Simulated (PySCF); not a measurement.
(E)-1-chloro-1-fluoroprop-1-ene (C₃H₄ClF), SMILES C/C=C(\F)Cl. Heavy atoms are numbered as in [CH3:1]/[CH:2]=[C:3](\[F:4])[Cl:5]. Hydrogens are named by the atom that carries them.

Coordinates come from a B3LYP-D3(BJ)/def2-SVP optimisation.

Level of theory: PySCF with ωB97X/def2-TZVP.

ESP charges are fitted to the potential on shells at 1.4 to 2.0 van der Waals radii. Atomic charges (e), one atom of each kind:

| atom | ESP fit | meta-Löwdin | Löwdin | Mulliken |
|---|---|---|---|---|
| C1 (CH3) | -0.26 | -0.33 | -0.29 | -0.32 |
| C2 (CH) | -0.06 | -0.16 | -0.23 | -0.21 |
| C3 | 0.03 | 0.27 | -0.62 | 0.21 |
| F4 | -0.07 | -0.25 | 0.19 | -0.17 |
| Cl5 | -0.06 | -0.03 | 0.40 | -0.05 |
| H on C1 | 0.10 | 0.12 | 0.13 | 0.13 |
| H on C2 | 0.11 | 0.14 | 0.15 | 0.15 |

Computed Mayer and Wiberg (Löwdin basis) orders of the bonds:
```
bond    Mayer  Wiberg
------  -----  ------
C1–C2    0.95    1.30
C2–C3    1.88    2.04
C3–F4    1.08    1.77
C3–Cl5   1.18    1.72
```
